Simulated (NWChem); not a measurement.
System: Si₂H₃F, singlet; SMILES F[Si][SiH3]

The following NWChem deck was run.

```
start job
memory heap 200 mb stack 900 mb global 1100 mb
geometry units angstroms noautoz
  Si     0.453349    -0.909856    -0.525070
  F     -0.553681    -1.462858     0.675167
  Si    -0.086159     1.449219    -0.123166
  H      0.252958     1.801672     1.307055
  H     -1.573877     1.656461    -0.292269
  H      0.631961     2.416573    -1.031187
end
basis spherical
  Si library def2-svp
  F library def2-svp
  H library def2-svp
end
dft
  xc xcamb88 1.00 lyp 0.81 vwn_5 0.19 hfexch 1.00
  cam 0.33 cam_alpha 0.19 cam_beta 0.46
  iterations 150
  mulliken
end
task dft energy
```

Excerpt of the output:

```
             Northwest Computational Chemistry Package (NWChem) 7.3.0
             --------------------------------------------------------

 CS  symmetry detected

                             Geometry "geometry" -> ""
                             -------------------------

 Output coordinates in angstroms (scale by  1.889725989 to convert to a.u.)

  No.       Tag          Charge          X              Y              Z
 ---- ---------------- ---------- -------------- -------------- --------------
    1 Si                  14.0000     0.71738428    -0.86315706     0.00000000
    2 F                    9.0000    -0.79944308    -1.54118672     0.00000000
    3 Si                  14.0000    -0.12811994     1.43965713     0.00000000
    4 H                    1.0000    -1.00061413     1.65059365     1.21616709
    5 H                    1.0000    -1.00061413     1.65059365    -1.21616709
    6 H                    1.0000     0.94651515     2.49849218     0.00000000

 Effective nuclear repulsion energy (a.u.)     130.1800487659

      Symmetry information
      --------------------

 Group name             Cs
 Group number              2
 Group order               2
 No. of unique centers     5

                                 NWChem DFT Module
                                 -----------------

 Summary of "ao basis" -> "ao basis" (spherical)
 ------------------------------------------------------------------------------
       Tag                 Description            Shells   Functions and Types
 ---------------- ------------------------------  ------  ---------------------
 Si                         def2-svp                 8       18   4s3p1d
 F                          def2-svp                 6       14   3s2p1d
 H                          def2-svp                 3        5   2s1p

      Symmetry analysis of basis
      --------------------------

        a'         45
        a"         20

            General Information
            -------------------
          SCF calculation type: DFT
          Wavefunction type:  closed shell.
          No. of atoms     :     6
          No. of electrons :    40
           Alpha electrons :    20
            Beta electrons :    20
          Charge           :     0
          Spin multiplicity:     1
          Use of symmetry is: on ; symmetry adaption is: on
          Maximum number of iterations: 150
          AO basis - number of functions:    65
                     number of shells:    31
          Convergence on energy requested:  1.00D-06
          Convergence on density requested:  1.00D-05
          Convergence on gradient requested:  5.00D-04

              XC Information
              --------------
                     Hartree-Fock (Exact) Exchange  1.000
                   CAM-Becke88 Exchange Functional  1.000
                      VWN V Correlation Functional  0.190 local
              Lee-Yang-Parr Correlation Functional  0.810

           Range-Separation Parameters
           ---------------------------
           Alpha           :  0.19
           Beta            :  0.46
           Gamma           :  0.33
           Short-Range HF  :     F

             Grid Information
             ----------------
          Grid used for XC integration:  medium
          Radial quadrature: Mura-Knowles
          Angular quadrature: Lebedev.
          Tag              B.-S. Rad. Rad. Pts. Rad. Cut. Ang. Pts.
          ---              ---------- --------- --------- ---------
          Si                  1.10       88          10.0       590
          F                   0.50       49          11.0       434
          H                   0.35       45          11.0       434
          Grid pruning is: on
          Number of quadrature shells:   315
          Spatial weights used:  Erf1

      Superposition of Atomic Density Guess
      -------------------------------------

 Sum of atomic energies:        -678.26743706

      Non-variational initial energy
      ------------------------------

 Total energy =    -678.570092
 1-e energy   =   -1200.893183
 2-e energy   =     392.143042
 HOMO         =      -0.195111
 LUMO         =      -0.064597

      Symmetry analysis of molecular orbitals - initial
      -------------------------------------------------

  Numbering of irreducible representations:

     1 a'          2 a"

  Orbital symmetries:

     1 a'          2 a'          3 a'          4 a'          5 a'
     6 a'          7 a"          8 a'          9 a'         10 a'
    11 a"         12 a'         13 a'         14 a'         15 a'
    16 a"         17 a'         18 a"         19 a'         20 a'
    21 a"         22 a'         23 a'         24 a"         25 a'
    26 a'         27 a'         28 a'         29 a"         30 a'

     ---------------------------------------------
      Total Density - Mulliken Population Analysis
     ---------------------------------------------

    Atom       Charge   Shell Charges
 -----------   ------   -------------------------------------------------------
    1 Si  14    13.16   2.00  1.99  1.23  0.65  5.93  0.61  0.65  0.10
    2 F    9     9.62   1.99  1.15  0.79  3.53  2.16  0.00
    3 Si  14    14.02   2.00  1.99  1.06  0.33  5.94  1.18  1.44  0.08
    4 H    1     1.06   0.68  0.37  0.01
    5 H    1     1.06   0.68  0.37  0.01
    6 H    1     1.07   0.69  0.37  0.01

   convergence    iter        energy       DeltaE   RMS-Dens  Diis-err
 ---------------- ----- ----------------- --------- --------- ---------
 d= 0,ls=0.0,diis     1   -680.2703249554 -8.10D+02  1.58D-02  4.91D-01
 d= 0,ls=0.0,diis     2   -680.2574786209  1.28D-02  6.97D-03  9.07D-01
 d= 0,ls=0.0,diis     3   -680.3344931857 -7.70D-02  1.42D-03  7.65D-03
 d= 0,ls=0.0,diis     4   -680.3352579628 -7.65D-04  3.14D-04  2.78D-04
 d= 0,ls=0.0,diis     5   -680.3353102553 -5.23D-05  1.31D-04  6.59D-06
  Resetting Diis
 d= 0,ls=0.0,diis     6   -680.3353140192 -3.76D-06  2.04D-05  2.22D-07
 d= 0,ls=0.0,diis     7   -680.3353141418 -1.23D-07  5.30D-06  2.28D-08

         Total DFT energy =     -680.335314141754
      One electron energy =    -1202.445522802033
           Coulomb energy =      445.249167289273
    Exchange-Corr. energy =      -53.319007394901
 Nuclear repulsion energy =      130.180048765907

 Numeric. integr. density =       40.000007174850

                  Occupations of the irreducible representations
                  ----------------------------------------------

                     irrep           alpha         beta
                     --------     --------     --------
                     a'               16.0         16.0
                     a"                4.0          4.0

                       DFT Final Molecular Orbital Analysis
                       ------------------------------------

 Vector   18  Occ=2.000000D+00  E=-4.083848D-01  Symmetry=a"
              MO Center= -7.0D-01,  1.5D+00, -4.3D-13, r^2= 2.3D+00
   Bfn.  Coefficient  Atom+Function         Bfn.  Coefficient  Atom+Function
  ----- ------------  ---------------      ----- ------------  ---------------
    51      0.318243  4 H  s                 56     -0.318243  5 H  s
    42      0.294417  3 Si pz                45      0.236538  3 Si pz
    52      0.172837  4 H  s                 57     -0.172837  5 H  s
    39     -0.168694  3 Si pz                49      0.064522  3 Si d  1
    24      0.063841  2 F  pz                27     -0.047123  2 F  pz

 Vector   19  Occ=2.000000D+00  E=-4.072105D-01  Symmetry=a'
              MO Center=  2.0D-01,  1.9D+00,  4.0D-13, r^2= 2.5D+00
   Bfn.  Coefficient  Atom+Function         Bfn.  Coefficient  Atom+Function
  ----- ------------  ---------------      ----- ------------  ---------------
    61      0.376086  6 H  s                 40      0.256791  3 Si px
    62      0.220290  6 H  s                 43      0.181857  3 Si px
    51     -0.173546  4 H  s                 56     -0.173546  5 H  s
    37     -0.146283  3 Si px                41      0.141430  3 Si py
    23     -0.105321  2 F  py                52     -0.104643  4 H  s

 Vector   20  Occ=2.000000D+00  E=-2.810054D-01  Symmetry=a'
              MO Center=  5.8D-01, -3.2D-01,  3.0D-16, r^2= 3.6D+00
   Bfn.  Coefficient  Atom+Function         Bfn.  Coefficient  Atom+Function
  ----- ------------  ---------------      ----- ------------  ---------------
     4      0.315514  1 Si s                  3      0.267482  1 Si s
     9     -0.255274  1 Si py                41      0.250994  3 Si py
    11      0.238350  1 Si px                44      0.238834  3 Si py
     8      0.213558  1 Si px                12     -0.213310  1 Si py
    35     -0.185408  3 Si s                 43     -0.165254  3 Si px

 Vector   21  Occ=0.000000D+00  E=-6.676191D-02  Symmetry=a"
              MO Center=  6.2D-01, -6.6D-01,  3.8D-16, r^2= 3.0D+00
   Bfn.  Coefficient  Atom+Function         Bfn.  Coefficient  Atom+Function
  ----- ------------  ---------------      ----- ------------  ---------------
    13      0.675858  1 Si pz                10      0.380867  1 Si pz
     7     -0.205837  1 Si pz                24      0.199659  2 F  pz
    27     -0.187910  2 F  pz                52     -0.183256  4 H  s
    57      0.183256  5 H  s                 45      0.169492  3 Si pz
    51     -0.081047  4 H  s                 56      0.081047  5 H  s

[...]
```

Level: CAM-B3LYP/def2-SVP. Low-valent species are run as closed-shell singlets; no triplet was tried in these runs. Coordinates come from a PBE-D3(BJ)/def2-SVP optimisation.
